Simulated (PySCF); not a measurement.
C3H9Ge (SMILES C[CH][CH2][GeH3]), doublet, at a GFN2-xTB geometry; DF-R2SCAN/pc-2 (PySCF).

The PySCF input:
```python
from pyscf import gto, scf, dft

mol = gto.Mole()
mol.atom = '''
    C     2.34158793    1.08833734   -0.23254345
    C     1.81308624   -0.21245295    0.23514570
    C     0.57128543   -0.28375438    0.99009097
    Ge   -1.07453076   -0.17696050   -0.19641555
    H     3.39174683    1.01031274   -0.50702840
    H     2.22969830    1.85358314    0.53682327
    H     1.79497394    1.44449263   -1.11790682
    H     2.22200223   -1.11630520   -0.18495243
    H     0.48513465   -1.22031642    1.54291825
    H     0.47778719    0.54938448    1.69008991
    H    -1.12861210   -1.30931318   -1.17636722
    H    -1.06910268    1.07790469   -1.01600632
    H    -2.37440174   -0.17978707    0.56156785
'''
mol.basis = 'pc-2'
mol.spin = 1
mol.verbose = 4
mol.build()

mf = dft.UKS(mol)
mf.xc = 'r2scan'
mf = mf.density_fit(auxbasis='def2-universal-jkfit')
mf.kernel()
```

It wrote (shortened):

```
PySCF version 2.14.0

[INPUT] verbose = 4
[INPUT] num. atoms = 13
[INPUT] num. electrons = 59
[INPUT] charge = 0
[INPUT] spin (= nelec alpha-beta = 2S) = 1
[INPUT] symmetry False subgroup None
[INPUT] Mole.unit = angstrom
[INPUT] Symbol           X                Y                Z      unit          X                Y                Z       unit  Magmom
[INPUT]  1 C      2.341587930000   1.088337340000  -0.232543450000 AA    4.424959884287   2.056659503738  -0.439443432561 Bohr   0.0
[INPUT]  2 C      1.813086240000  -0.212452950000   0.235145700000 AA    3.426236433817  -0.401477889856   0.444360972369 Bohr   0.0
[INPUT]  3 C      0.571285430000  -0.283754380000   0.990090970000 AA    1.079573001654  -0.536218064846   1.871000771705 Bohr   0.0
[INPUT]  4 Ge    -1.074530760000  -0.176960500000  -0.196415550000 AA   -2.030568848821  -0.334406879866  -0.371171596106 Bohr   0.0
[INPUT]  5 H      3.391746830000   1.010312740000  -0.507028400000 AA    6.409472592562   1.909214378759  -0.958144813376 Bohr   0.0
[INPUT]  6 H      2.229698300000   1.853583140000   0.536823270000 AA    4.213519127408   3.502764483711   1.014448957593 Bohr   0.0
[INPUT]  7 H      1.794973940000   1.444492630000  -1.117906820000 AA    3.392009147331   2.729695459653  -2.112537722583 Bohr   0.0
[INPUT]  8 H      2.222002230000  -1.116305200000  -0.184952430000 AA    4.198975662873  -2.109511099428  -0.349509438773 Bohr   0.0
[INPUT]  9 H      0.485134650000  -1.220316420000   1.542918250000 AA    0.916771622037  -2.306063819110   2.915692925093 Bohr   0.0
[INPUT] 10 H      0.477787190000   0.549384480000   1.690089910000 AA    0.902886934926   1.038186204287   3.193807055791 Bohr   0.0
[INPUT] 11 H     -1.128612100000  -1.309313180000  -1.176367220000 AA   -2.132767769870  -2.474243321483  -2.223011867716 Bohr   0.0
[INPUT] 12 H     -1.069102680000   1.077904690000  -1.016006320000 AA   -2.020311264239   2.036944652484  -1.919973685627 Bohr   0.0
[INPUT] 13 H     -2.374401740000  -0.179787070000   0.561567850000 AA   -4.486968998291  -0.339748323038   1.061209436861 Bohr   0.0

nuclear repulsion = 258.439090678962
number of shells = 43
number of NR pGTOs = 395
number of NR cGTOs = 259
basis = pc-2
ecp = {}

******** <class 'pyscf.df.df_jk.DFUKS'> ********
method = DFUKS
initial guess = minao
damping factor = 0
level_shift factor = 0
DIIS = <class 'pyscf.scf.diis.CDIIS'>
diis_start_cycle = 1
diis_space = 8
diis_damp = 0
SCF conv_tol = 1e-09
SCF conv_tol_grad = None
SCF max_cycles = 50
direct_scf = False
number electrons alpha = 30  beta = 29
XC library pyscf.dft.libxc version 7.1.2
    S. Lehtola, C. Steigemann, M. J. T. Oliveira, and M. A. L. Marques,  SoftwareX 7, 1–5 (2018)
XC functionals = r2scan
    J. W. Furness, A. D. Kaplan, J. Ning, J. P. Perdew, and J. Sun,  J. Phys. Chem. Lett. 11, 8208–8215 (2020)
    J. W. Furness, A. D. Kaplan, J. Ning, J. P. Perdew, and J. Sun,  J. Phys. Chem. Lett. 11, 9248–9248 (2020)
    J. W. Furness, A. D. Kaplan, J. Ning, J. P. Perdew, and J. Sun,  J. Phys. Chem. Lett. 11, 8208–8215 (2020)
    J. W. Furness, A. D. Kaplan, J. Ning, J. P. Perdew, and J. Sun,  J. Phys. Chem. Lett. 11, 9248–9248 (2020)
radial grids:
    Treutler-Ahlrichs [JCP 102, 346 (1995); DOI:10.1063/1.469408] (M4) radial grids

becke partition: Becke, JCP 88, 2547 (1988); DOI:10.1063/1.454033
pruning grids: <function nwchem_prune>
grids dens level: 3
symmetrized grids: False
atomic radii adjust function: <function treutler_atomic_radii_adjust>
small_rho_cutoff = 0
Set gradient conv threshold to 3.16228e-05
tot grids = 151272
init E= -2196.01971631412

cycle= 1 E= -2196.58387007356  delta_E= -0.564  |g|= 0.517  |ddm|= 3.84
cycle= 2 E= -2196.49480698269  delta_E= 0.0891  |g|= 0.653  |ddm|= 0.993
cycle= 3 E= -2196.66627599997  delta_E= -0.171  |g|= 0.0982  |ddm|= 0.686
cycle= 4 E= -2196.67201098674  delta_E= -0.00573  |g|= 0.0279  |ddm|= 0.121
cycle= 5 E= -2196.67237309542  delta_E= -0.000362  |g|= 0.0101  |ddm|= 0.0338
cycle= 6 E= -2196.6724354825  delta_E= -6.24e-05  |g|= 0.00263  |ddm|= 0.0125
cycle= 7 E= -2196.6724390924  delta_E= -3.61e-06  |g|= 0.00163  |ddm|= 0.00366
cycle= 8 E= -2196.67244062552  delta_E= -1.53e-06  |g|= 0.000454  |ddm|= 0.00182
cycle= 9 E= -2196.67244076118  delta_E= -1.36e-07  |g|= 0.000188  |ddm|= 0.000649
cycle= 10 E= -2196.67244078462  delta_E= -2.34e-08  |g|= 7.95e-05  |ddm|= 0.000291
cycle= 11 E= -2196.67244078827  delta_E= -3.65e-09  |g|= 2.56e-05  |ddm|= 0.000101
cycle= 12 E= -2196.67244078854  delta_E= -2.74e-10  |g|= 1.6e-05  |ddm|= 4.77e-05
Extra cycle  E= -2196.67244078845  delta_E= 8.96e-11  |g|= 2.16e-05  |ddm|= 3.82e-05
converged SCF energy = -2196.67244078845  <S^2> = 0.75780634  2S+1 = 2.0077912
```
